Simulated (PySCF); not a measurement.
This PySCF input asks for the spin–spin couplings of `[K][F]`, FK; the geometry comes from PBE0-D3(BJ)/def2-TZVP.

```python
import basis_set_exchange as bse
import numpy as np
from pyscf import gto, dft
from pyscf.data import nist
from pyscf.prop import ssc

atoms = """
F     1.102741   -0.028670    0.000495
K    -1.085270   -0.000129   -0.012579
"""
names = {"F": "pcJ-2", "K": "pcSseg-2"}
basis = {el: gto.basis.parse(bse.get_basis(n, elements=[el], fmt="nwchem")) for el, n in names.items()}
mol = gto.M(atom=atoms, basis=basis, charge=0, verbose=0)
mf = dft.RKS(mol, xc="HYB_GGA_XC_B97_2")
mf.grids.level = 2
mf.grids.alignment = dft.numint.BLKSIZE   # the property module wants whole blocks of grid points
mf.conv_tol = 1e-9
mf.kernel()

sc = ssc.RKS(mf)
sc.with_fcsd = True   # Fermi contact and spin-dipole together
sc.max_cycle_cphf = 60
g = {"F": 5.257736}   # nuclear g factors of 19F
sc.nuc_pair = [(i, j) for i in range(mol.natm) for j in range(i + 1, mol.natm)
               if mol.atom_pure_symbol(i) in g and mol.atom_pure_symbol(j) in g]
K = sc.kernel()
unit = nist.HARTREE2J / nist.PLANCK * (0.5 * nist.E_MASS / nist.PROTON_MASS) ** 2
for (i, j), k in zip(sc.nuc_pair, K):
    a, b = mol.atom_pure_symbol(i), mol.atom_pure_symbol(j)
    J = unit * g[a] * g[b] * np.trace(k) / 3
    if abs(J) >= 1:
        print("%s%d %s%d %8.1f Hz" % (a, i, b, j, J))
```

Question: Give the expected output.

Answer: 
```

```

These numbers come from an equivalent density-fitted implementation of the same equations, which agrees with the script to about 0.1 Hz, so last digits may differ.

Size and cost of the density-fitted run: 101 basis functions, 1.3 s wall time on 1 thread of an Arm Neoverse V1, shared host; peak memory 0.33 GiB.
